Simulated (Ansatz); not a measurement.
Relative stability

Two relaxed structures of NaSnH₃O, closed shell (PBE0-D4/def2-TZVP; forces vanish, vibrations not checked).

A:

```xyz
6
angstrom
Na -0.7965 -0.3422 0.0709
O -2.2913 -1.7373 0.9712
Sn -3.2013 -2.9809 1.9522
H 2.5682 2.0422 -1.1946
H 0.6979 0.7555 -0.5047
H 3.1619 2.4497 -1.4127
```

B:

```
6
angstrom
Na -0.9531 -2.3603 0.4658
O -0.8676 -0.4191 1.2509
Sn 0.2130 0.1105 -0.5222
H -1.0135 0.2984 1.8666
H -0.7032 1.5444 -0.9643
H 1.5445 0.9740 0.2339
```

Ansatz 0.2.0; basis: def2-TZVPP; cores frozen in the correlated methods. Filled d shells of the heavier atoms are correlated. Core potentials replace the inner electrons of the atoms past krypton. The outer core shell of Li, Na, Mg and K is correlated. The def2 sets are not built for correlating such inner shells, so the correlated values are less sure here. B3LYP uses VWN-RPA correlation.

Problem. Which structure is lower at CCSD(T), and by how much? (An estimate is asked for; the value comes from the calculation.)

Solution. Computed: B, by 54.42 kcal/mol (electronic energy, against the other). By their contacts, A is a complex of NaSnHO ([NaH][O][Sn]) + H₂ and B is NaSnH₃O ([OH]1[Na][SnH2]1).

All methods give the same order:

```json
{"method": "PBE-D4", "E(B) − E(A) (kcal/mol)": "-47.77"}
{"method": "r2SCAN-D4", "E(B) − E(A) (kcal/mol)": "-56.22"}
{"method": "PBE0-D4", "E(B) − E(A) (kcal/mol)": "-58.98"}
{"method": "B3LYP-D4", "E(B) − E(A) (kcal/mol)": "-50.08"}
{"method": "wB97M-V", "E(B) − E(A) (kcal/mol)": "-57.07"}
{"method": "HF", "E(B) − E(A) (kcal/mol)": "-64.71"}
{"method": "MP2", "E(B) − E(A) (kcal/mol)": "-50.61"}
{"method": "CCSD", "E(B) − E(A) (kcal/mol)": "-58.34"}
{"method": "CCSD(T)", "E(B) − E(A) (kcal/mol)": "-54.42"}
```

No T1 diagnostic of these runs exceeds 0.025.

Labels in which every atom is bracketed show which atoms are joined, not bond orders.

For scale, one of the runs: CCSD(T)/def2-TZVPP, 155 basis functions, launched by `ansatz run in.yaml --threads 2 --pin off --events-out ev --progress --plain --max-ram 4352MiB`. Hardware: 2 CPU threads of an Arm Neoverse V2, shared host. Wall time 58 s; peak host memory 1.3 GiB.
